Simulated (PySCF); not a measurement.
methylsilylformaldehyde (C2H6OSi), SMILES C[SiH2]C=O. Atoms are numbered in the order given.

```xyz
10

C     -1.6677    -0.2705    -0.4876
Si    -0.3598     0.7329     0.4059
C      1.3399    -0.1582     0.1454
O      1.4194    -1.1836    -0.4945
H     -1.6896    -1.2968    -0.0892
H     -2.6702     0.1713    -0.3791
H     -1.4247    -0.3338    -1.5596
H     -0.2333     2.1247    -0.1242
H     -0.6053     0.8262     1.8775
H      2.2717     0.2894     0.6005
```

Geometry optimised at B3LYP-D3(BJ)/def2-SVP. Other conformers were not sampled.

Computed with M06-2X/def2-TZVP run with PySCF.

Atomic charges (e):

```
atom    IAO  Löwdin
----  -----  ------
C1    -0.72     ___
Si2    0.76    0.30
C3     0.01   -0.39
O4    -0.38    0.10
H5     0.16    0.14
H6     0.16    0.13
H7     0.16    0.14
H8    -0.13     ___
H9    -0.13     ___
H10    0.09     ___
```

**Question.** Fill in the missing entries. (Estimate from the structure and the level; the computed values follow.)

**Answer.** 
- C1, Löwdin: -0.47
- H8, Löwdin: -0.02
- H9, Löwdin: -0.02
- H10, Löwdin: 0.10

**Question.** Give the Mayer and Wiberg (Löwdin basis) orders of the bonds. (Estimate from the structure and the level; the computed values follow.)

**Answer.** 
```
bond    Mayer  Wiberg
------  -----  ------
C1–Si2   0.99    1.24
Si2–C3   0.90    1.08
C3–O4    2.00    2.80
C1–H5    0.94    0.90
C1–H6    0.94    0.90
C1–H7    0.94    0.90
Si2–H8   0.96    0.92
Si2–H9   0.96    0.92
C3–H10   0.91    0.90
```
